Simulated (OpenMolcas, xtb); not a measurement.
A ladder of methods for CHClFNOSi (SMILES O=C=N[SiH](F)Cl)

CHClFNOSi has 7 atoms, charge 0, and is taken as a singlet. As SMILES, `O=C=N[SiH](F)Cl`. The coordinates come from a PBE0-D4/def2-TZVP relaxation. This is one conformer, not always the lowest.

```xyz
7

O     0.8152   -2.3575    1.6587
C     0.5122   -1.5597    0.8746
N     0.1993   -0.7710    0.0283
Si   -0.2742    0.7220   -0.5967
F     0.9177    1.2927   -1.4644
Cl   -0.6529    2.0336    0.9040
H    -1.4561    0.5717   -1.4502
```

Each level gives the dipole moment (D). The values are calculated.

```
                              level            kind     program  value (D)   CPU time
                           GFN1-xTB  semi-empirical         xtb       1.96  under 2 s
    HF/6-31G* (spherical functions)    Hartree–Fock  OpenMolcas       1.50       14 s
 SVWN5/6-31G* (spherical functions)             LDA  OpenMolcas       1.17       25 s
  BLYP/6-31G* (spherical functions)             GGA  OpenMolcas       1.12       33 s
revPBE/6-31G* (spherical functions)             GGA  OpenMolcas       1.11       36 s
 M06-L/6-31G* (spherical functions)        meta-GGA  OpenMolcas       1.23       56 s
  PBE0/6-31G* (spherical functions)   global hybrid  OpenMolcas       1.26       48 s
```

The values span 1.11 to 1.96 D. Magnitudes only. CPU times are rough (shared hosts, several kinds of processor): they show what a rung costs within a factor of a few.
